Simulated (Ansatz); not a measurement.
Consider the formal hydrolysis of the Si–Sn bond: `[CH3][SnH2][SiH2]F` + H₂O → `O[SiH2]F` + `[CH3][SnH3]`.

Gas-phase electronic energies from Ansatz, PBE0-D4/def2-TZVP geometries. CCSD(T)/CBS is the MP2 limit (def2-TZVPP, def2-QZVPP) plus CCSD(T) − MP2 in def2-TZVPP, frozen cores. This one scheme is used for every species. DFT in def2-TZVPP. B3LYP here is the variant with VWN-RPA as its local correlation; programs differ in this. Elements past krypton have def2 core potentials. For Sn outer-core shells are correlated without core-valence functions, which leaves a few kJ/mol of doubt a bond. Each species was taken in one conformer, which may not be the lowest.

```json
{"level": "r2SCAN-D4", "ΔE (kJ/mol)": "-97.3", "difference from CCSD(T)/CBS": "-5.0"}
{"level": "ωB97X-V", "ΔE (kJ/mol)": "-99.2", "difference from CCSD(T)/CBS": "-6.9"}
{"level": "ωB97M-V", "ΔE (kJ/mol)": "-101.1", "difference from CCSD(T)/CBS": "-8.8"}
{"level": "B2PLYP", "ΔE (kJ/mol)": "-103.6", "difference from CCSD(T)/CBS": "-11.3"}
{"level": "PBE", "ΔE (kJ/mol)": "-82.4", "difference from CCSD(T)/CBS": "9.9"}
{"level": "B3LYP", "ΔE (kJ/mol)": "-100.9", "difference from CCSD(T)/CBS": "-8.6"}
{"level": "CCSD/def2-TZVPP", "ΔE (kJ/mol)": "-103.1", "difference from CCSD(T)/CBS": "-10.8"}
{"level": "SCS-MP2/def2-QZVPP", "ΔE (kJ/mol)": "-102.3", "difference from CCSD(T)/CBS": "-10.0"}
{"level": "MP2/CBS(def2)", "ΔE (kJ/mol)": "-93.8", "difference from CCSD(T)/CBS": "-1.5"}
{"level": "CCSD/CBS(def2)", "ΔE (kJ/mol)": "-94.7", "difference from CCSD(T)/CBS": "-2.4"}
{"level": "CCSD(T)/CBS", "ΔE (kJ/mol)": "-92.3", "difference from CCSD(T)/CBS": "0"}
```

Largest T1 diagnostic among the species: 0.012.

The D4 term adds +5.5 kJ/mol with B3LYP and +3.4 kJ/mol with PBE0; it sums over pairs of atoms, weighted by their polarisabilities, and B3LYP, whose exchange is more repulsive, gets the larger term. From PBE to PBE0 (25 % exact exchange), in def2-TZVPP and without D4, ΔE moves by −5.9 kJ/mol. In def2-TZVPP, CCSD(T) changes the Hartree–Fock value by +20.9 kJ/mol (the triples alone add +2.5 kJ/mol) and MP2 by +19.4 kJ/mol.
